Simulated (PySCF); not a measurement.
**Pt³⁺: ionisation energy**

Pt³⁺ [Xe] 4f14 5d7 [5d3/2^4 5d5/2^3, M_J = 9/2] → Pt⁴⁺ [Xe] 4f14 5d6 [5d3/2^4 5d5/2^2, M_J = 4], as a difference of total energies. Calculation: PySCF 2.14, in x2c-TZVPPall-2c (11s11p10d3f1g, 124 functions); the two-component X2C-1e Hamiltonian. Correlated levels: [Kr] 4d10 4f14 frozen; the 34 highest virtual spinors dropped. "Screened" scales the spin-orbit matrix elements by Boettger's factors to mimic the two-electron term; Breit and QED terms are absent.

```json
{"method": "GHF (spin-free)", "ionisation energy (eV)": "42.606"}
{"method": "GMP2 (spin-free)", "ionisation energy (eV)": "43.911"}
{"method": "GHF (screened spin-orbit)", "ionisation energy (eV)": "42.718"}
{"method": "GMP2 (screened spin-orbit)", "ionisation energy (eV)": "44.010"}
```

Question: How much does correlation contribute at GMP2 (screened spin-orbit)?

Answer: 44.010 − (42.718) = 1.292 eV, measured against GHF (screened spin-orbit).

The spin-free rows relax to the high-spin LS determinant and lack the spin-orbit shift.

Errors of the correlated levels include the incompleteness of this basis and the frozen core.

The labels give the starting determinants; with spin-orbit coupling the two ends relaxed to ⟨J²⟩ = 24.76, ⟨L²⟩ = 13.32, ⟨S²⟩ = 3.49 and ⟨J²⟩ = 20.04, ⟨L²⟩ = 7.09, ⟨S²⟩ = 5.58.

For comparison: 43 ± 1.7 eV (theoretical estimate listed by NIST; NIST Atomic Spectra Database, ionization energies).
